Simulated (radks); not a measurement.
Fractional charge and spin in the 4p shell of niobium: the spin-up occupation runs from 2 to 3 and the spin-down occupation from 2 to 3; the fullest corner is Nb2+, [Ar] 3d10 4s2 4d(up 1.5, down 1.5) 4p(up 3, down 3). Method: scalar-relativistic Kohn-Sham, BLYP, spin-polarised, spherical densities, finite nucleus; Fermi nuclear charge, rms radius of each element as measured or else 0.836 A^(1/3) + 0.57 fm; computed with a radial shooting solver on a logarithmic mesh with Libxc functionals. Energy (eV) minus the two flat planes that join the four corners (they meet along the diagonal where the two added fractions sum to one electron); zero is where a piecewise linear energy would lie.

\begin{tabular}{lrrr}
down \ up & 2 & 2.5 & 3 \\ \hline
2 & 0.000 & -1.896 & 0.000 \\
2.5 & -1.896 & 0.267 & -1.744 \\
3 & 0.000 & -1.744 & 0.000 \\
\end{tabular}

Corners above the fullest one (they belong to Nb3+ and the next ion): (up 3, down 2) 58.594 eV, (up 2, down 3) 58.594 eV, (up 2, down 2) 132.84 eV. With half an added electron in each spin the energy lies 0.267 eV from the planes, and with half an added electron in spin up alone -1.896 eV. The planes are only a guide here: the flat-plane condition holds for ground states with one frontier orbital, while this shell lies below other occupied shells, so the corners above the fullest one are inner-hole states and not the ground states of those ions.
